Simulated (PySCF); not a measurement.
Compound: C6H10N (doublet state).
Structure used (GFN2-xTB), in Å, numbered top down from 1:
```
atom  x, y, z in Å
C1    -1.4582    1.0992    0.0022
C2    -1.2875   -0.2612   -0.6611
N3    -1.9463   -1.2730    0.1730
C4     0.1495   -0.6307   -0.9016
C5     1.2101   -0.0329   -0.3211
C6     1.7823    0.9160    0.4572
C7     2.7052   -0.0380   -0.1982
H8    -1.0113    1.8770   -0.6099
H9    -2.5167    1.3060    0.1320
H10   -0.9807    1.1026    0.9783
H11   -1.8217   -0.2657   -1.6212
H12   -1.8805   -2.1885   -0.2594
H13   -1.4849   -1.3218    1.0764
H14    0.3161   -1.5010   -1.5240
H15    1.7100    1.7384    1.1223
H16    3.3090    0.2907   -1.0396
H17    3.1986   -0.8050    0.3932
```

The hyperfine couplings belong to this conformer and change with its torsions.

Identity: `C[C@H](N)/C=C1\[CH]C1` [radical].

Computed, not measured: PySCF 2.14.0, UKS B3LYP, pcH-1 on C H N, non-relativistic, mean-field spin-orbit, GIAO. One conformer (not necessarily the lowest) at the GFN2-xTB geometry, without solvent, vibrations or thermal averaging. Couplings are sensitive to structure, and on GFN2-xTB geometries they can be far from those on DFT ones. Stability of the SCF solution: not tested. ⟨S²⟩ is 0.774 where a pure state has 0.75.

Where do the isotropic ENDOR lines of C6, C5, C4, C2, C7, H16, H17, H15, H14 and H11 fall at 332.1 mT, to first order?

ν± = |νn ± a/2|, one line for each electron-spin manifold; νn = |g_N| × 7.62259 MHz/T × B.

```tsv
nuclei	isotope	g_N	νn (MHz)	a_iso (MHz)	lower line (MHz)	upper line (MHz)
C6	13C	1.4048	3.56	67.43	30.16	37.27
C5	13C	1.4048	3.56	-50.48	21.69	28.80
C4	13C	1.4048	3.56	47.27	20.08	27.19
C2	13C	1.4048	3.56	-16.56	4.72	11.84
C7	13C	1.4048	3.56	-16.27	4.58	11.69
H16	1H	5.5857	14.14	56.92	14.32	42.60
H17	1H	5.5857	14.14	52.66	12.19	40.47
H15	1H	5.5857	14.14	-48.92	10.32	38.60
H14	1H	5.5857	14.14	-35.71	3.71	31.99
H11	1H	5.5857	14.14	23.99	2.14	26.14
```

The rows for 13C, of low natural abundance, apply to labelled samples.

Which pairs are centred on the nuclear Larmor frequency, and which on half the coupling?

Centred on νn, since |a| < 2νn: H11. Centred on |a|/2 and split by 2νn: C6, C5, C4, C2, C7, H16, H17, H15 and H14.

At what field would the lower line of C6 fall to zero frequency?

Where νn = |a|/2, that is B = 33.71 MHz/(1.4048 × 7.62259 MHz/T) = 3150 mT, as far as first order holds there.

Couplings of abundant isotopes left out: H12/H13 (-3.6 MHz) and N3 (1.4 MHz).

Largest spin populations (Mulliken): C6 (+0.69), C4 (+0.57) and C5 (-0.23). The angles at C6 add up to 359.9°, so it is planar; its axial dipolar tensor and the negative coupling of its proton fit spin in a p orbital normal to that plane.
